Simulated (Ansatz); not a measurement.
Ansatz results at the PBE0-D4/def2-TZVP geometry: LUMO energy (ωB97M-V/def2-TZVPP) 0.67 eV; size of the dipole moment (PBE/def2-TZVPP) 1.56 D; HOMO–LUMO gap (PBE/def2-TZVPP) 2.96 eV.

(1) Which molecule gave them?
A. `CC1=C[Te][SiH2]1`
B. `B[SiH2][B](O)[AlH2]`
C. `[SiH3]CC1=C[Te]1`
D. `C/N=C(/O)F`

Results:

(1) A. The others give `C/N=C(/O)F`: 2.46, 0.86, 6.43; `[SiH3]CC1=C[Te]1`: 0.89, 2.46, 2.41; `B[SiH2][B](O)[AlH2]`: -0.81, 2.36, 1.86.
